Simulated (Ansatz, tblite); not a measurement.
Isomers of Ag2Cl (doublet), found by a short tight-binding search and relaxed with PBE-D4/def2-TZVP in Ansatz.

In the def2 sets Ag takes a core potential; there is no spin–orbit coupling. The xTB rows come from tblite. Correlated methods freeze 5 core orbitals; core or outer-core shells of Ag are correlated, in sets that lack core-valence functions. In CCSD on the charge 0 doublet the largest single amplitude is 0.34, so its Hartree–Fock determinant may place the open shell otherwise than the density functionals do.

Other spin states were run for one of them alone.

A:

```xyz
3

Ag   -2.080    0.460    1.145
Ag    2.079   -0.480   -1.137
Cl    0.000    0.020   -0.008
```

B:

```xyz
3

Ag   -1.032    0.055    1.129
Ag   -0.267   -0.519   -1.415
Cl    1.298    0.464    0.286
```

Problem. Estimate their order by electronic energy at CCSD(T)/def2-TZVP, counted from the lowest.

Solution. B (0.00) < A (0.58), in eV.

Problem. Do the other levels pick the same lowest one?

Solution. All that were run do. Energies above each level's lowest (eV):

```tsv
level	A	B
GFN1-xTB	0.32	0.00
GFN2-xTB	1.30	0.00
HF/def2-TZVP	0.55	0.00
PBE-D4/def2-TZVP	0.33	0.00
r2SCAN-D4/def2-TZVP	0.41	0.00
PBE0-D4/def2-TZVP	0.39	0.00
r2SCAN0-D4/def2-TZVP	0.46	0.00
PBE-QIDH/def2-TZVP	0.52	0.00
MP2/def2-TZVP	0.66	0.00
CCSD/def2-TZVP	0.58	0.00
CCSD(T)/def2-TZVP	0.58	0.00
```
Point groups (tolerance 0.1 Å): A D∞h, B C2v. Lower isomers may exist.
